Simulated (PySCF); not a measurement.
# Property card for 1-chloropentafluorobenzene, `Fc1c(F)c(F)c(Cl)c(F)c1F`

Species: 1-chloropentafluorobenzene, C6ClF5.
Atom-mapped SMILES: `[F:1][c:2]1[c:3]([F:4])[c:5]([F:6])[c:7]([Cl:8])[c:9]([F:10])[c:11]1[F:12]`

Structure used (PBE0-D3(BJ)/def2-SVP), in Å, numbered top down from 1:
```xyz
12
C6ClF5 angstrom
F     -2.4314   -0.0174    1.2631
C     -1.2620   -0.0104    0.6554
C     -0.7947    1.1596    0.0585
F     -1.5250    2.2582    0.1015
C      0.4388    1.1642   -0.5897
F      0.8647    2.2755   -1.1550
C      1.2165    0.0045   -0.6320
Cl     2.7342    0.0137   -1.4223
C      0.7442   -1.1645   -0.0305
F      1.4599   -2.2705   -0.0624
C     -0.4895   -1.1705    0.6175
F     -0.9337   -2.2740    1.1890
```

Some functional groups and rings: benzene ring, C–F bond and C–Cl bond.

**PBE0-D3(BJ)/def2-SVP geometry optimisation, gas phase (PySCF)**

```yaml
Point_group: C2v
Rotational_constants_A_B_C: 1.030, 0.753, 0.435 GHz
```

wB97X-D/def2-SVPD ground state and vertical TDDFT (core frozen in the response) (PySCF):

```yaml
Dipole_moment: 0.25 D
HOMO_energy: -9.67 eV
LUMO_energy: 0.34 eV
HOMO–LUMO_gap: 10.01 eV
Lowest_singlet_excitation: 5.30 eV (234 nm, f = 0.003)
Strongest_line_among_the_6_lowest_singlet_transitions: S6 at 6.92 eV (179 nm, f = 0.708)
Static_isotropic_polarisability: 84.7 au
Electronic_spatial_extent_⟨r²⟩_about_the_centre_of_nuclear_charge: 2154 bohr²
```

Monoisotopic mass (most abundant isotopes): 201.9609 u.

The polarisability is 12.55 Å³ as a volume (1 au = 0.148185 Å³), or 0.86 au for each of the 98 electrons. The 6 singlets span 5.30 to 6.92 eV, and their oscillator strengths add up to 1.23. The rotational constants make it an asymmetric top with κ = (2B − A − C)/(A − C) = 0.07, midway between the prolate (−1) and oblate (+1) limits. Point group C2v permits a dipole; with 0.25 D the species has a pure rotational spectrum.

